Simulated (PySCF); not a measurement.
# XPS shifts beside NMR shieldings

C₅H₁₂N₂OSi.
Geometry (PBE0-D3(BJ)/def2-SVP, Å), atoms numbered from 1 in this order:
```xyz
21
C5H12N2OSi angstrom
C      3.268   -0.207   -0.474
C      2.028   -0.843    0.117
O      2.069   -1.689    0.989
N      0.853   -0.420   -0.425
C     -0.425   -0.886    0.070
C     -1.492   -0.565   -0.976
N     -1.670    0.878   -0.914
Si    -1.483    1.492    0.714
C     -0.824   -0.154    1.368
H      3.427   -0.569   -1.501
H      3.182    0.889   -0.511
H      4.132   -0.487    0.139
H      0.838    0.367   -1.063
H     -0.339   -1.969    0.247
H     -1.149   -0.888   -1.974
H     -2.412   -1.139   -0.745
H     -2.249    1.289   -1.634
H     -2.753    1.933    1.377
H     -0.535    2.650    0.778
H      0.023   -0.110    2.066
H     -1.640   -0.697    1.874
```

Binding energies: PySCF 2.14.0, delta-SCF UKS SCAN, pcX-2 on the ionised atom, pcseg-1 elsewhere, spin-free X2C. Shieldings: GIAO PBE/pcSseg-1, non-relativistic, same geometry.

```tsv
atom	isotropic shielding (ppm)
C1	156.9
C2	15.8
C5	127.2
C6	124.6
C9	162.1
```

**Question.** What are the C 1s binding energies of these atoms?

**Answer.** 
```csv
atom,environment,C 1s (eV),isotropic shielding (ppm)
C9,sp3 carbon bound to silicon,289.96,162.1
C1,methyl carbon next to a carbonyl,290.90,156.9
C6,sp3 carbon bound to nitrogen,291.61,124.6
C5,sp3 carbon bound to nitrogen,291.62,127.2
C2,amide carbonyl carbon,293.24,15.8
```

**Question.** Among the listed atoms, is the one with the highest binding energy also the least shielded?

**Answer.** Yes: C2 has both (293.24 eV, 15.8 ppm).

By binding energy: C9 < C1 < C6 ≈ C5 < C2. By shielding: C2 < C6 < C5 < C1 < C9.

The structure is a single PBE0-D3(BJ)/def2-SVP conformer in the gas phase; no vibrational or solvent corrections.
